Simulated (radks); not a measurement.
Values are calculated unless marked as measured or tabulated.
Species: W56+. Configuration: [Ar]. Level of theory: scalar-relativistic Kohn-Sham, BLYP, spin-polarised, spherical densities, finite nucleus; Fermi nuclear charge, rms radius 5.3658 fm (a radial shooting solver on a logarithmic mesh with Libxc functionals). Some entries of the table are withheld. Estimate them.

orbital  occ.  eigenvalue (hartree)  r(max) (bohr)
1s          2             -2703.589        0.01146
2s          2             -587.2554        0.06543
2p          6                   (1)            (2)
3s          2             -228.4543            (3)
3p          6             -212.3229            (4)
3d          0             -197.4084         0.1384
4s          0                   (5)            (6)

Answer. 
(1) 2p eigenvalue (hartree): -532.9120
(2) 2p r(max) (bohr): 0.05363
(3) 3s r(max) (bohr): 0.1775
(4) 3p r(max) (bohr): 0.1738
(5) 4s eigenvalue (hartree): -119.8086
(6) 4s r(max) (bohr): 0.3578
